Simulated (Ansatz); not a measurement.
A nudged elastic band was laid between two geometries of FH5NSi2 (9 atoms, charge 1, multiplicity 1).

These are results of RKS PBE-D4/def2-SVP in Ansatz 0.2.0, not measurements.

```
movable images  : 5
climbing image  : yes
spring          : 5.0 eV/Å²
optimiser       : quadratic models (default)
start path      : through a guess of the saddle point
force threshold : 0.03 eV/Å
iteration limit : 60
end points      : relaxed
```

Image 0:

```xyz
9
Properties=species:S:1:pos:R:3
N -0.005 1.892 -0.231
Si 0.733 0.387 -0.123
F 0.464 -2.713 -0.423
Si -0.511 -1.625 0.289
H -1.015 2.055 -0.136
H 0.513 2.764 -0.409
H 2.210 0.508 -0.325
H -0.569 -1.795 1.771
H -1.821 -1.474 -0.411
```

Image 6:

```xyz
9
Properties=species:S:1:pos:R:3
N -0.282 1.710 -0.840
Si 0.200 0.116 -0.716
F 0.834 -0.415 -2.093
Si 0.050 -1.326 1.158
H -0.178 2.269 -1.699
H -0.712 2.238 -0.070
H 1.479 -1.684 1.416
H -0.799 -2.446 0.646
H -0.591 -0.463 2.198
```

Q: Which bonds break or form, and what moves?

A: Bonds broken: Si2–H7, F3–Si4. Bonds formed: Si2–F3, Si4–H7.

Q: Give the energies along the band, and the barrier.

A: The run ended unconverged. The highest image is number 3 of 0 to 6, 98.6 kJ/mol above the first end and 125.5 kJ/mol above the last; the last end lies 26.8 kJ/mol below the first. The band didn't meet its force threshold, so its energies are provisional: the largest band force was still 0.12 eV/Å, and over the last iterations the top stayed at 1.02 eV. Neighbouring images lie up to 2.1 Å apart, so the band is torn or far too coarse. The orbitals stay closed-shell, which can raise the energy where a bond breaks towards radicals; this wasn't checked here. Limits of this set-up: the dipole of an ion depends on the origin.

| image | path coordinate (Å) | energy (kJ/mol) | Si2–H7 (Å) | F3–Si4 (Å) | Si2–F3 (Å) |
| --- | --- | --- | --- | --- | --- |
| 0 | 0.00 | 0.0 | 1.50 | 1.62 | 3.13 |
| 1 | 2.12 | 31.0 | 1.49 | 1.75 | 2.23 |
| 2 | 4.22 | 74.6 | 1.49 | 3.30 | 1.62 |
| 3 | 6.33 | 98.6 | 1.55 | 3.22 | 1.61 |
| 4 | 7.49 | 31.9 | 2.32 | 3.37 | 1.60 |
| 5 | 8.65 | -26.0 | 3.06 | 3.47 | 1.61 |
| 6 | 9.81 | -26.8 | 3.07 | 3.47 | 1.61 |

The run took 5.8 min on 2 threads of Arm Neoverse V2, on a shared host, peak memory 0.12 GiB.
